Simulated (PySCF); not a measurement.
Worked example: dipole moment from atomic charges

B(F)(vinyl)(OH) (C2H4BFO), SMILES C=CB(O)F. Atoms are numbered in the order given.

```xyz
9

B      0.2462     0.2550     0.4089
F      1.3897     0.3926     1.0753
C      0.1962    -0.7384    -0.7997
C     -0.8940    -0.9722    -1.5398
H      1.1156    -1.2790    -1.0554
H     -0.9000    -1.6742    -2.3800
H     -1.8518    -0.4715    -1.3463
O     -0.7901     1.0011     0.8452
H     -1.5939     0.8713     0.3341
```

Geometry: PBE0-D3(BJ)/def2-SVP. One conformer was computed; it need not be the lowest.

Charges (e) from PySCF with CAM-B3LYP/def2-TZVP:

```json
[
 {"atom": "B1", "ESP fit": "0.716", "IAO": "0.630"},
 {"atom": "F2", "ESP fit": "-0.295", "IAO": "-0.335"},
 {"atom": "C3", "ESP fit": "-0.384", "IAO": "-0.316"},
 {"atom": "C4", "ESP fit": "-0.315", "IAO": "-0.247"},
 {"atom": "H5", "ESP fit": "0.176", "IAO": "0.157"},
 {"atom": "H6", "ESP fit": "0.187", "IAO": "0.155"},
 {"atom": "H7", "ESP fit": "0.138", "IAO": "0.126"},
 {"atom": "O8", "ESP fit": "-0.646", "IAO": "-0.545"},
 {"atom": "H9", "ESP fit": "0.424", "IAO": "0.375"}
]
```

The dipole moment of the full density is 3.09 D.

**Question.** What dipole moment does each set of point charges give, and which comes closer to that of the density?

**Answer.** 
μ = Σ q r, and 1 e Å = 4.8032 D.
ESP fit: Σ q r = (-0.420, -0.224, -0.453) e Å, |μ| = 3.16 D.
IAO: Σ q r = (-0.516, -0.236, -0.509) e Å, |μ| = 3.66 D.
ESP fit comes closer in size. Point charges leave out the atoms' own dipoles (lone pairs, polarised bonds); fits to the potential absorb them, partitions of the density don't.
